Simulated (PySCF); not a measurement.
Isomers C5H7BO2:

A. `InChI=1S/C5H7BO2/c1-4-2-5(4)3-6(7)8/h2-3,7-8H,1H3/b5-3-`
B. `C=CC1=[O+][BH2-]OC=C1`
C. SMILES C(#C)/C(C)=C/B(O)O

Spectrum 1. ¹H NMR (500 MHz, computed): δ 7.48 (d, J = 4.3 Hz, 1H), 7.01 (dd, J = 18.3, 1.9 Hz, 1H), 6.28 (dd, J = 11.3, 1.9 Hz, 1H), 6.06 (dd, J = 18.3, 11.3 Hz, 1H), 4.84 (d, J = 4.3 Hz, 1H), 4.29 (br, 2H). ¹³C{¹H} NMR (computed): δ 185.6 (CH), 182.5 (C), 143.5 (CH2), 139.0 (CH), 101.0 (CH).

Spectrum 2. ¹H NMR (500 MHz, computed): δ 5.69 (q, J = 1.9 Hz, 1H), 3.70 (br s, 2H), 3.24 (s, 1H), 2.38 (d, J = 1.9 Hz, 3H). ¹³C{¹H} NMR (computed): δ 152.7 (C), 135.9 (CH), 90.2 (C), 89.2 (CH), 23.6 (CH3).

Spectrum 3. ¹H NMR (500 MHz, computed): δ 7.71 (dq, J = 3.2, 1.1 Hz, 1H), 3.53 (d, J = 3.2 Hz, 1H), 3.07 (br s, 2H), 2.60 (d, J = 1.1 Hz, 3H). ¹³C{¹H} NMR (computed): δ 159.9 (C), 142.8 (C), 134.2 (CH), 63.7 (CH), 14.4 (CH3).

All values are calculated (PySCF 2.14.0 with density-fitted response routines): shielding tensors at PBE0/pcSseg-1 (GIAO), structure optimised with PBE0-D3(BJ)/def2-SVP, J couplings at B3LYP/pcJ-1 (spin–dipole term left out of most H,H and C,H couplings). Rapidly exchanging positions averaged, one conformer, no solvent model, non-relativistic.

Shifts are taken against calculated references (same method and geometry level): ¹H (σ = 31.27 ppm) and ¹³C (σ = 184.41 ppm) against TMS. Multiplet labels drop J under 1 Hz and among equivalent protons, and merge close values. Unscaled 3J(H,H) run several per cent high. Couplings to H on boron are left out. Carbons bonded to boron are broad in practice. Shifts are as computed. Against solution values, carbons near 30 ppm lie about +2 ppm off and those near 130 ppm about +5 ppm. Of 1211 compounds with measured shifts, 218 miss one by over three times the rms of a fit or turn the order of signals round; such compounds aren't used in these exercises. OH and NH positions are gas-phase values without hydrogen bonding to other molecules.

**Question.** Which spectrum belongs to which compound?

**Answer.** 1–B, 2–C, 3–A.

- Spectrum 1 (B): 5 ¹³C signals; δC 185.6 is an alkene carbon bearing oxygen; δC 182.5 is a ketone carbonyl carbon.
- Spectrum 2 (C): 5 ¹³C signals; δC 152.7 is a fully substituted alkene carbon; δC 135.9 is an alkene CH.
- Spectrum 3 (A): 5 ¹³C signals; δC 159.9 is a fully substituted alkene carbon; δC 142.8 is a fully substituted alkene carbon.
